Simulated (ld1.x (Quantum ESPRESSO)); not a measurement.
# Varying the TM potential for tin

Base potential:

* Element: Sn
* Generator: ld1.x (Quantum ESPRESSO) 7.5
* Type: norm-conserving Troullier–Martins (Kleinman–Bylander form)
* Functional: LDA (PZ)
* Relativity: scalar-relativistic
* Frozen core: [Kr]
* Valence charge: 14
* Reference configuration: 4d10 5s2 5p2
* Partial waves: 5s (bound): rc 1.50 bohr; 5p (bound): rc 1.85 bohr; 4d (bound): rc 1.60 bohr
* Local potential: all-electron potential smoothed inside 1.25 bohr (lloc = -2)
* Core correction: a·sin(br)/r model core, default radius (core density twice the valence density)

All-electron outer shells of the reference configuration (LDA (PZ), scalar-relativistic, ld1.x):

```tsv
shell	level (eV)	outermost node (bohr)	outermost maximum (bohr)
4s	-133.65	0.40	0.74
4p	-89.56	0.41	0.79
4d	-25.90	0.39	0.88
5s	-10.81	0.98	2.01
5p	-3.87	1.09	2.55
```

Cutoffs, loose and tight: the cutoffs (Ry, on a coarse ladder) from which the occupation-weighted sum of valence levels, in a spherical-Bessel basis at the reference potential, stays within 10 and 1 mRy of its value at 400 Ry. They do not see the model core or the augmentation charge, which bear on the density cutoff. Test errors are all-electron minus pseudo excitation energies from the reference, over the configurations 4d10 5s2 5p1; 4d10 5s2 5p0; 4d10 5s1 5p0; 4d9 5s2 5p2; 4d10 5s1 5p3; 4d10 5s0 5p4; 4d10 5s0 5p0 (two spin-polarised tests are not counted in the largest error). A dash means not determined; rows that change the core or the reference have their own tests.

A true bound ghost makes a file unfit for plane-wave use even where its test errors are small: the radial tests pick states by their node count and pass the ghost by.

```csv
change,outcome,"cutoff, loose","cutoff, tight",bound ghosts,largest test error (meV)
base,generated,90 Ry,160 Ry,s,+229
wave 4d (bound): rc 1.60 bohr becomes 4d (bound): rc 1.06 bohr,generated,100 Ry,180 Ry,s,+219
wave 4d (bound): rc 1.60 bohr becomes 4d (bound): rc 1.22 bohr,generated,100 Ry,160 Ry,s,+220
wave 4d (bound): rc 1.60 bohr becomes 4d (bound): rc 1.38 bohr,generated,90 Ry,160 Ry,s,+221
wave 4d (bound): rc 1.60 bohr becomes 4d (bound): rc 1.56 bohr,generated,90 Ry,160 Ry,s,+227
wave 4d (bound): rc 1.60 bohr becomes 4d (bound): rc 1.70 bohr,generated,80 Ry,140 Ry,s,+239
wave 4d (bound): rc 1.60 bohr becomes 4d (bound): rc 1.86 bohr,generated,70 Ry,140 Ry,s,+255
wave 4d (bound): rc 1.60 bohr becomes 4d (bound): rc 2.08 bohr,generated,70 Ry,140 Ry,s,+302
```

Problem. What comes out with this change to the base: wave 4d (bound): rc 1.60 bohr becomes 4d (bound): rc 2.28 bohr?

Solution. outcome: generated; cutoff, loose: 60 Ry; cutoff, tight: 140 Ry; bound ghosts: s; largest test error (meV): +347.

Problem. What comes out with this change to the base: wave 4d (bound): rc 1.60 bohr becomes 4d (bound): rc 2.38 bohr?

Solution. outcome: generated; cutoff, loose: 55 Ry; cutoff, tight: 120 Ry; bound ghosts: s; largest test error (meV): +386.

Reading the sweep of the d radius (base included, trends over the rows without a ghost): Bound ghosts are found at 1.06, 1.22, 1.38, 1.56, 1.6, 1.7, 1.86, 2.08, 2.28, 2.38 bohr. Every judged row has one, so this setting neither creates nor removes them.
